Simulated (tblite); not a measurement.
Problem. Give a GFN2-xTB geometry of `O=C1C=C(Cl)C(=O)[SiH2]C1`.

Solution. 
Z-matrix in Å and degrees, rows numbered from 1:
```
O 
C   1  1.2086
C   2  1.4811  1  120.73
C   3  1.3416  2  126.55  1  -146.16
Cl  4  1.7259  3  120.04  2   178.41
C   4  1.4863  3  125.35  2     1.00
O   6  1.2098  4  121.33  3  -178.87
Si  6  1.9254  4  115.97  3     1.05
C   2  1.4962  1  123.43  3  -179.32
H   3  1.0827  2  114.19  1    29.54
H   8  1.4616  6  109.12  4    91.31
H   8  1.4592  6  109.92  4  -144.01
H   9  1.0905  2  109.11  1  -122.92
H   9  1.0882  2  109.49  1    -4.20
```

Si8 (SiH2 silicon) is distorted tetrahedral (angles from 99.4° to 113.2°). The 4 C–C bonds span 1.342 Å (C3=C4, drawn double) to 1.496 Å (C2–C9, drawn single), a spread of 0.154 Å. The 6-membered ring C2–C3–C4–C6–Si8–C9 has internal angles of 99.4° to 126.6°; it is puckered, 0.23 Å rms from its mean plane, widest ring torsion 60°.

Computed geometry: GFN2-xTB, gas phase.

Point group: C1 (no symmetry element, even within 0.4 Å). Its GFN2-xTB frequencies are all real (lowest 33 cm⁻¹). One conformer, not necessarily the lowest (O1–C2–C3–C4 -146°, C3–C4–C6–O7 -179°, C4–C6–Si8–C9 -26°, C6–Si8–C9–C2 53°).
